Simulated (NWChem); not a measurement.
CH4MgS2; SMILES [SH][Mg][S]C

```xyz
8

Mg     0.2539    -0.4607    -0.0237
S     -0.1193    -2.7520    -0.0502
H     -0.0910    -2.8161     1.3133
S      0.6181     1.8274    -0.0083
C     -1.0998     2.5132    -0.0105
H     -1.6572     2.2442    -0.9284
H     -1.0000     3.6151     0.0183
H     -1.6795     2.1995     0.8789
```
Atoms are numbered in this order, from 1.

All runs: NWChem. Pople sets run with spherical d functions. Coordinates come from a PBE-D3(BJ)/def2-SVP optimisation. Ions are spin-unrestricted doublets at the neutral geometry; other ion states weren't tried.

For level BHandHLYP/6-31+G*:

```
Property       Result
-------------  ------
−ε(HOMO) (eV)    7.70
```

What are these values for level B3LYP/6-31+G*?


| Quantity | Value |
|---|---|
| −ε(HOMO) (eV) | 6.44 |
